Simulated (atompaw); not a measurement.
# Hf PAW (atompaw): all-electron and pseudo phase curves

hafnium, PAW, made with atompaw 4.2.0.5 (LDA (PW92), scalar-relativistic). Core [Xe] 4f14, reference 5d2 6s2 6p0. Waves: 6s (bound): rc 3.00 bohr; 6s channel at 2.15 Ry: rc 3.00 bohr; 6p (bound, empty): rc 3.00 bohr; 6p channel at 5.05 Ry: rc 3.00 bohr; 5d (bound): rc 3.00 bohr; 5d channel at 1.2 Ry: rc 3.00 bohr. Local part: troulliermartins scheme with l = 3 at -0.5 Ry, radius 2.80 bohr. Core correction: smooth core density matched at 2.05 bohr. Augmentation charge: gaussian compensation charge, radius 2.80 bohr; PAW radius 3.00 bohr; waves and projectors: custom polynom2 7 10 vanderbiltortho.

The phase is arctan(r·u′/u) with u = r·R(r), unwrapped; energies in Ry, scanned from -2 to 5 Ry. A pole is an energy at which the radial function vanishes at the test radius. The pseudo phase is shifted by a multiple of π to meet the all-electron one at the reference energy, and phase errors are pseudo minus all-electron; the curves can meet again beyond the range given. Levels narrower than the energy grid can be missing from the lists of poles.

| channel | radius (bohr) | reference energy (Ry) | poles, all-electron | poles, pseudo | unbroken range about the reference energy with phases within 0.05 rad | phase error 1 Ry above the reference energy (rad) |
| --- | --- | --- | --- | --- | --- | --- |
| s | 3.00 | -0.39 | 1.34 | 1.33, 4.98 | below 3.5 | -0.001 |
| p | 3.00 | -0.11 | 2.64 | 0.70, 2.61 | below 0.3 | -2.960 |
| d | 3.00 | -0.21 | 0.27, 4.97 | 0.27, 4.49 | below 4.7 | -0.000 |

Note: ghost state, extra bound levels that the all-electron valence spectrum of the same l lacks: s at -56.2 eV. A true bound ghost makes a file unfit for plane-wave use.

Phases in the s channel:

```csv
E (Ry),all-electron,pseudo
-2.00,1.262,1.261
-1.76,1.227,1.225
-1.52,1.177,1.176
-1.28,1.105,1.104
-1.04,0.989,0.987
-0.80,0.775,0.774
-0.56,0.334,0.334
-0.32,-0.395,-0.395
-0.08,-0.943,-0.943
0.16,-1.210,-1.211
0.40,-1.351,-1.352
0.64,-1.437,-1.438
0.88,-1.495,-1.496
1.12,-1.539,-1.540
1.36,-1.574,-1.575
1.60,-1.604,-1.605
1.84,-1.631,-1.632
2.08,-1.658,-1.658
2.32,-1.685,-1.685
2.56,-1.713,-1.714
2.80,-1.746,-1.748
3.04,-1.785,-1.792
3.28,-1.835,-1.854
3.52,-1.905,-1.956
3.76,-2.011,-2.177
4.00,-2.194,-2.881
4.24,-2.551,-4.047
4.48,-3.203,-4.453
4.72,-3.827,-4.612
4.96,-4.158,-4.707
```
